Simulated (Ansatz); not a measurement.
Ge2H12Si3 (`[SiH3][SiH2][GeH2][SiH2][GeH3]`) at its PBE0-D4/def2-TZVP geometry, where that method's forces vanish. The species carries charge 0 and has multiplicity 1.

```
atom    x (Å)    y (Å)    z (Å)
 Si1  -1.9951  -1.3815   1.1090
 Si2  -1.7481  -0.2567  -0.9246
 Ge3  -0.5123   1.7492  -0.5738
 Si4   1.4846   1.2177   0.6095
 Ge5   2.5593  -0.6296  -0.4357
  H6  -2.7421  -0.5253   2.0700
  H7  -2.7283  -2.6649   0.9392
  H8  -0.6517  -1.6700   1.6810
  H9  -3.0806   0.0397  -1.5202
 H10  -0.9904  -1.1153  -1.8775
 H11  -0.1562   2.3977  -1.9252
 H12  -1.3587   2.7559   0.2284
 H13   2.4066   2.3864   0.6494
 H14   1.1341   0.8498   2.0093
 H15   3.8847  -0.9813   0.2602
 H16   2.8522  -0.3080  -1.9112
 H17   1.6421  -1.8638  -0.3880
```

(1) For each bond, give half the difference of the two atoms' forces along it (eV/Å; positive pushes the atoms apart) under PBE-D4, r2SCAN-D4, B3LYP-D4, ωB97M-V in def2-TZVPP. (Estimate.)

Results:

(1) The calculation gave: 
```json
{"bond": "Si1–Si2", "length (Å)": "2.337", "PBE-D4": "-0.08", "r2SCAN-D4": "0.02", "B3LYP-D4": "0.11", "ωB97M-V": "0.08"}
{"bond": "Si1–H6", "length (Å)": "1.488", "PBE-D4": "0.09", "r2SCAN-D4": "-0.02", "B3LYP-D4": "-0.07", "ωB97M-V": "-0.10"}
{"bond": "Si1–H7", "length (Å)": "1.488", "PBE-D4": "0.09", "r2SCAN-D4": "-0.02", "B3LYP-D4": "-0.07", "ωB97M-V": "-0.11"}
{"bond": "Si1–H8", "length (Å)": "1.488", "PBE-D4": "0.09", "r2SCAN-D4": "-0.02", "B3LYP-D4": "-0.08", "ωB97M-V": "-0.09"}
{"bond": "Si2–Ge3", "length (Å)": "2.382", "PBE-D4": "-0.04", "r2SCAN-D4": "0.00", "B3LYP-D4": "0.10", "ωB97M-V": "0.04"}
{"bond": "Si2–H9", "length (Å)": "1.489", "PBE-D4": "0.10", "r2SCAN-D4": "-0.01", "B3LYP-D4": "-0.10", "ωB97M-V": "-0.11"}
{"bond": "Ge3–Si4", "length (Å)": "2.381", "PBE-D4": "-0.04", "r2SCAN-D4": "0.00", "B3LYP-D4": "0.09", "ωB97M-V": "0.04"}
{"bond": "Ge3–H11", "length (Å)": "1.541", "PBE-D4": "0.10", "r2SCAN-D4": "-0.03", "B3LYP-D4": "-0.02", "ωB97M-V": "-0.06"}
{"bond": "Ge3–H12", "length (Å)": "1.541", "PBE-D4": "0.10", "r2SCAN-D4": "-0.03", "B3LYP-D4": "-0.02", "ωB97M-V": "-0.06"}
{"bond": "Si4–H13", "length (Å)": "1.489", "PBE-D4": "0.10", "r2SCAN-D4": "-0.01", "B3LYP-D4": "-0.12", "ωB97M-V": "-0.12"}
{"bond": "Si4–H14", "length (Å)": "1.489", "PBE-D4": "0.10", "r2SCAN-D4": "0.00", "B3LYP-D4": "-0.11", "ωB97M-V": "-0.11"}
{"bond": "Ge5–H15", "length (Å)": "1.538", "PBE-D4": "0.09", "r2SCAN-D4": "-0.04", "B3LYP-D4": "-0.01", "ωB97M-V": "-0.07"}
{"bond": "Ge5–H16", "length (Å)": "1.538", "PBE-D4": "0.09", "r2SCAN-D4": "-0.04", "B3LYP-D4": "0.00", "ωB97M-V": "-0.06"}
{"bond": "Ge5–H17", "length (Å)": "1.538", "PBE-D4": "0.08", "r2SCAN-D4": "-0.04", "B3LYP-D4": "-0.02", "ωB97M-V": "-0.05"}
```

B3LYP here is the variant with VWN-RPA as its local correlation; programs differ in this.

All numbers were calculated with Ansatz.
